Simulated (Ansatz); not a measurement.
Compare A (`CN(C)[SiH2]O`) with its isomer B (`C[SiH2]NCO`).

Program: Ansatz. Geometries: PBE0-D4/def2-TZVP. ΔE: electronic, gas phase. CCSD(T)/CBS is the MP2 limit (def2-TZVPP, def2-QZVPP) plus CCSD(T) − MP2 in def2-TZVPP, frozen cores. Functionals use def2-TZVPP. B3LYP here is the variant with VWN-RPA as its local correlation; programs differ in this. Each species was taken in one conformer, which may not be the lowest.

Question: Which is lower in electronic energy at CCSD(T)/CBS, and by how much? (Estimate.)

Answer: Ansatz gave: A, by 22.4 kcal/mol.

Question: Give E(B) − E(A) in kcal/mol with B2PLYP, PBE0-D4, HF/def2-TZVPP, B3LYP-D4, PBE-D4, ωB97M-V, r2SCAN-D4. (Best estimate.)

Answer: The calculation gave: B2PLYP 22.3, PBE0-D4 20.2, HF/def2-TZVPP 22.6, B3LYP-D4 22.0, PBE-D4 19.6, ωB97M-V 21.4, r2SCAN-D4 21.0. None reverses the order clearly.

Largest T1 diagnostic: 0.011.

The D4 term adds +0.8 kcal/mol with B3LYP and +0.4 kcal/mol with PBE0; it sums over pairs of atoms, weighted by their polarisabilities, and B3LYP, whose exchange is more repulsive, gets the larger term.
